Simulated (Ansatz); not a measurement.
Ansatz (a first-principles code) input (BLYP/def2-TZVPD):

Ansatz 0.2 input:
```yaml
crystal:
  periodic: [false, false, false]
  atoms:
    - {symbol: C, position_ang: [2.84184525, 0.28549340, -0.09654558]}
    - {symbol: C, position_ang: [1.43719036, -0.13264389, 0.13210008]}
    - {symbol: O, position_ang: [1.15341167, -1.21067644, 0.81160623]}
    - {symbol: O, position_ang: [0.48402332, 0.53077532, -0.32113116]}
    - {symbol: Ge, position_ang: [-1.41342362, 0.14917822, -0.13982078]}
    - {symbol: H, position_ang: [3.35369926, 0.39967402, 0.86236277]}
    - {symbol: H, position_ang: [3.36253457, -0.49131932, -0.66355858]}
    - {symbol: H, position_ang: [2.87111980, 1.22116695, -0.64600327]}
    - {symbol: H, position_ang: [1.93585966, -1.68411191, 1.13893129]}
    - {symbol: H, position_ang: [-1.60121195, 0.17425445, 1.37165446]}
    - {symbol: H, position_ang: [-1.93651103, 1.34390011, -0.91892840]}
    - {symbol: H, position_ang: [-1.52962806, -1.21515545, -0.80732064]}
basis:
  gaussian:
    orbitals: def2-TZVPD
hamiltonian:
  xc: {name: BLYP}
total_charge: 1
output: {forces: true}
```

Output:

```
Functional definition: BLYP
integrals: 0.25 GiB planned
1446 factors; their error is unknown
0.43 GiB of the device are held for the grids
1.64 GiB of device memory are held for the factors and their scratch space
mean field: 1.48 GiB planned
mean field evaluation 1: about -62776.0390 eV, gradient 1.1e2 eV
mean field evaluation 2: about -62711.7591 eV, gradient 2.0e2 eV
mean field evaluation 4: about -62795.2372 eV, gradient 2.7e1 eV
mean field evaluation 8: about -62796.5270 eV, gradient 2.3e-1 eV
mean field evaluation 16: about -62796.4960 eV, gradient 8.0e-3 eV
mean field -62796.49604908 eV, -2307.7286648098 hartree, gradient 2.7e-5 eV, S^2 0.000000; 0 other end points of the search recorded, 0 dependent functions left out
the calculation of the forces begins
reference -62796.49644367 eV, -2307.7286793107 hartree; 33, 33 occupied and 238, 238 virtual orbitals, 1446 factors
Total energy: -62796.49644367 eV, -2307.7286793107 hartree
Atom 0 at     2.841845     0.285493    -0.096546 Å, force     0.061006     0.042328    -0.023361 eV/Å
Atom 1 at     1.437190    -0.132644     0.132100 Å, force     0.634550     0.058506    -0.016384 eV/Å
Atom 2 at     1.153412    -1.210676     0.811606 Å, force    -0.536255    -0.507463     0.307433 eV/Å
Atom 3 at     0.484023     0.530775    -0.321131 Å, force    -0.439625     0.625889    -0.412595 eV/Å
Atom 4 at    -1.413424     0.149178    -0.139821 Å, force    -0.295402    -0.034699     0.012815 eV/Å
Atom 5 at     3.353699     0.399674     0.862363 Å, force     0.135881     0.030349     0.177601 eV/Å
Atom 6 at     3.362535    -0.491319    -0.663559 Å, force     0.138731    -0.138255    -0.112238 eV/Å
Atom 7 at     2.871120     1.221167    -0.646003 Å, force     0.043203     0.191368    -0.112288 eV/Å
Atom 8 at     1.935860    -1.684112     1.138931 Å, force     0.383488    -0.250059     0.171721 eV/Å
Atom 9 at    -1.601212     0.174254     1.371654 Å, force    -0.036058     0.004429     0.184256 eV/Å
Atom 10 at    -1.936511     1.343900    -0.918928 Å, force    -0.062047     0.144061    -0.093771 eV/Å
Atom 11 at    -1.529628    -1.215155    -0.807321 Å, force    -0.027473    -0.166455    -0.083192 eV/Å
Dipole moment:     0.838071    -0.272260     0.197051 e Å
```

It need not be the lowest isomer of its formula.
